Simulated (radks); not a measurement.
All-electron atom: In XXIII in [Ar] 3d9 (the NIST ground configuration). All-electron calculation, scalar-relativistic Kohn-Sham, r2SCAN, spin-polarised, spherical densities, finite nucleus; open shells are filled with parallel spins first (spin-orbit coupling, left out, can overturn this in heavy ions); meta-GGA in the generalised Kohn-Sham scheme; Fermi nuclear charge, rms radius 4.6156 fm. Program: a radial shooting solver on a logarithmic mesh with Libxc functionals.

Radial electron density D(r) = 4 pi r^2 rho(r):

```
   r/bohr * D(r) (the largest magnitude, 78.9, reaches the edge; | marks zero)
 0.003472 |       *
 0.004309 |          *
  0.00539 |              *
 0.006744 |                   *
 0.008437 |                         *
  0.01047 |                               *
   0.0131 |                                     *
  0.01639 |                                         *
   0.0205 |                                           *
  0.02545 |                                          *
  0.03184 |                                       *
  0.03983 |                                     *
  0.04983 |                                      *
  0.06185 |                                            *
  0.07737 |                                                    *
   0.0968 |                                                      *
   0.1211 |                                                *
   0.1503 |                                      *
    0.188 |                                   *
   0.2352 |                                       *
   0.2943 |                                        *
   0.3653 |                               *
    0.457 |                *
   0.5717 |     *
   0.7153 |*
   0.8877 *
    1.111 *
```

D(r) has 3 maxima, at r = 0.0208, 0.0915, 0.276 bohr, and minima at 0.0411, 0.184 bohr, inside which lie 2.00, 11.24 electrons.
